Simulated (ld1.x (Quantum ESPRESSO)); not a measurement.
# u(r) = r·R(r): atom against pseudo-atom (lanthanum)

Columns: radius, all-electron u(r) and pseudo u(r) of the 5p shell (level -34.92 eV) of lanthanum in the configuration [Kr] 4d10 4f0 5s2 5p6 5d1 6s0 6p0; PBEsol, scalar-relativistic, TM scheme, ld1.x (Quantum ESPRESSO) 7.5.

| r (bohr) | all-electron | pseudo |
| --- | --- | --- |
| 0.165 | -0.2474 | -0.0199 |
| 0.330 | 0.0178 | -0.0780 |
| 0.495 | 0.4344 | -0.1695 |
| 0.660 | 0.3500 | -0.2865 |
| 0.825 | 0.0072 | -0.4187 |
| 0.990 | -0.3514 | -0.5532 |
| 1.155 | -0.6231 | -0.6756 |
| 1.320 | -0.7889 | -0.7713 |
| 1.485 | -0.8633 | -0.8293 |
| 1.650 | -0.8696 | -0.8441 |
| 1.815 | -0.8308 | -0.8183 |
| 1.980 | -0.7652 | -0.7612 |
| 2.145 | -0.6862 | -0.6855 |
| 2.310 | -0.6031 | -0.6031 |
| 2.475 | -0.5218 | -0.5218 |
| 2.640 | -0.4458 | -0.4458 |
| 2.805 | -0.3771 | -0.3771 |
| 2.970 | -0.3164 | -0.3164 |
| 3.135 | -0.2635 | -0.2635 |
| 3.300 | -0.2183 | -0.2183 |
| 3.465 | -0.1799 | -0.1799 |
| 3.630 | -0.1477 | -0.1477 |
| 3.795 | -0.1208 | -0.1208 |
| 3.960 | -0.0985 | -0.0985 |
| 4.125 | -0.0801 | -0.0801 |
| 4.290 | -0.0649 | -0.0649 |

(1) How many radial nodes do the two functions have?

(2) At about which radius was the pseudo-wave matched?

(3) Is the pseudo-wave norm-conserving?

## Answers

(1) The all-electron 5p function has n − l − 1 = 3 (the table is too coarse to show those close to the nucleus); the pseudo-wave has 0, since the states of the same l below it are removed with the core.

(2) 2.50 bohr. The columns agree to 0.0005 from 2.31 bohr on; several derivatives are matched, so the curves merge somewhat inside the radius.

(3) Yes: the TM scheme keeps the norm inside the radius equal to the all-electron one, which fixes the energy derivative of the logarithmic derivative at the level.
